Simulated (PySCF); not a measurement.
**One reaction down a group: Al, Ga, In**

The same gas-phase reaction for Al, Ga, In:
- AlF₃ + 2 Br₂ → AlBr + 3 BrF
- GaF₃ + 2 Br₂ → GaBr + 3 BrF
- InF₃ + 2 Br₂ → InBr + 3 BrF

Method: PySCF energies (xtb for GFN2) plus ideal-gas RRHO corrections (1 bar). † marks an energy on the PBE0/def2-TZVP geometry and frequencies; other levels use their own. CCSD(T) freezes the core. All species are closed-shell singlets. In: scalar-relativistic def2 core potential, no spin-orbit coupling. Br, Ga: all electrons, no relativistic terms. CCSD(T) isn't extrapolated to the basis-set limit. The harmonic model lacks anharmonicity and excited electronic states, which grow with temperature; levels with a mode under 35 cm⁻¹ are left out.

ΔH°(298 K) in kJ, by level:

```csv
level,Al,Ga,In
ωB97M-V/def2-TZVP†,934.2,603.8,448.1
CCSD(T)/def2-TZVPP†,962.3,643.9,453.3
ωB97X-V/def2-TZVP†,945.1,621.8,459.2
GFN2-xTB,1033.6,574.6,342.6
PBE0/def2-QZVP†,946.8,616.3,448.0
PBE0/def2-TZVP,941.7,613.8,444.4
CCSD(T)/def2-SVP†,956.9,668.8,473.1
```

At ωB97M-V/def2-TZVP†, ΔH° falls from Al to In, over a range of 486.1 kJ; the steps are -330.4, -155.7 kJ. 7 of the 7 levels shown give the same order. The levels scatter most for In (130.5 kJ between the highest and the lowest) and least for Ga (94.2 kJ). ΔS°(298 K) runs from 145.6 to 158.0 J/K, so TΔS° at 298 K spreads over 3.7 kJ among the members, against 486.1 kJ for ΔH°.

Free energies at ωB97M-V/def2-TZVP†:

```
member  ΔS°(298 K), J/K  ΔG°(298 K), kJ  ΔG°(2500 K), kJ         ΔG° changes sign
------  ---------------  --------------  ---------------  -----------------------
Al                158.0             887              554  none from 298 to 2500 K
Ga                154.9             558              237  none from 298 to 2500 K
In                145.6             405              110  none from 298 to 2500 K
```

The NASA 1993 table holds none of these reactions whole; the comparison is among the levels.
